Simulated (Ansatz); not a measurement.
Basis-set extrapolation for C2H9NOSi2, SMILES `C=C[SiH2]N[SiH2]O` (PBE0-D4/def2-TZVP geometry, frozen core, Ansatz). Multiplicity 1, RHF reference.

|  | def2-TZVPP | def2-QZVPP |
| --- | --- | --- |
| HF | -788.359854 | -788.388634 |
| MP2 correlation | -1.022084 | -1.096534 |
| CCSD(T) correlation | -1.120942 | not run |

Energies in hartree. Use E(X) = E(∞) + A·exp(−7.88·√X) for Hartree–Fock and E(X) = E(∞) + B·X^(−2.97) for correlation, with X = 3 and 4, and add CCSD(T) minus MP2 of the smaller set to the MP2 limit.

Question: What is the CCSD(T) energy at the basis-set limit?

Answer: HF limit: -788.388634 + (-0.028780) × 0.13774 = -788.39260. MP2 limit: -1.096534 + (-0.074450) × 0.74074 = -1.15168. Higher-order term: -1.120942 − (-1.022084) = -0.09886. Total: -789.64314 hartree, 426.2 kJ/mol below CCSD(T)/def2-TZVPP.
